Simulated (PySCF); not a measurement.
Computed properties of C₆H₁₄S₂, SMILES CSCCCCSC

C6H14S2, SMILES CSCCCCSC. Geometry optimised at B3LYP-D3(BJ)/def2-SVP. Other conformers were not sampled. All values are computed for the isolated molecule unless a solvent is named; none is compared with measurement here.

**Structure.** The optimised structure has C2h symmetry. All 60 harmonic modes at B3LYP-D3(BJ)/def2-SVP (PySCF) are real, so it is a minimum. With heavy atoms numbered as in [CH3:1][S:2][CH2:3][CH2:4][CH2:5][CH2:6][S:7][CH3:8], the shortest bond between them is C5–C6 at 1.526 Å and the longest S2–C3 at 1.829 Å.

**Vibrations.** The strongest infrared lines (harmonic, unscaled, degenerate partners summed) lie at 3091 cm⁻¹ (82 km/mol, H 90 %, C 10 %), 3025 cm⁻¹ (66 km/mol, H 97 %), 3033 cm⁻¹ (65 km/mol, H 95 %). The softest mode is at 35 cm⁻¹ and the zero-point energy is 119.0 kcal/mol.

**Electronic structure.** r2SCAN/def2-SVP (PySCF) places the frontier levels at -5.17 and 0.52 eV, a gap of 5.69 eV, and gives a dipole moment of 0.00 D and a mean polarisability of 102.4 bohr³. PBE/def2-SVP (PySCF) at the same geometry gives -4.87 and 0.23 eV, so its gap is 0.59 eV narrower. An orbital gap is neither the optical nor the fundamental gap.

**Excitations.** TDA-ωB97X/def2-SVP (PySCF) has S1 at 5.90 eV (210 nm, f = 0.000, dark); the most intense of the 10 singlets computed lies at 8.84 eV (f = 0.12). T1 (TDA) is at 5.32 eV, 0.58 eV under S1. TDA-PBE/def2-SVP (PySCF) puts S1 at 5.14 eV. No vertical singlet excitation falls in the visible range (under 3.1 eV).

**NMR.** GIAO shifts at PBE0/pcSseg-1 (PySCF) (non-relativistic, atoms alike by connectivity averaged): ¹³C from 23.9 to 43.9 ppm against TMS; ¹H from 1.6 to 2.5 ppm against TMS.
